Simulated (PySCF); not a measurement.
Series: binary hydrides. All species are isolated molecules in the gas phase. Strings in code marks are SMILES.

The numbers are results of PBE-D3(BJ)/def2-TZVP // PBE0-D3(BJ)/def2-TZVP in PySCF, not measurements. All candidates: neutral, multiplicity 1. Delta-SCF ions had no search for a lower state. 

- dipole moment = 0.00 D
- HOMO = -6.86 eV
- vertical ionisation energy (Delta-SCF) = 10.52 eV

Task: Name which member has these values.
A) `I`
B) `[ZnH2]`
C) `[BiH3]`
D) `[GeH4]`

Result: B, `[ZnH2]`. The others give `I`: 0.47 D, -6.77 eV, 10.52 eV; `[GeH4]`: 0.00 D, -8.35 eV, 11.90 eV; `[BiH3]`: 1.08 D, -6.70 eV, 9.95 eV
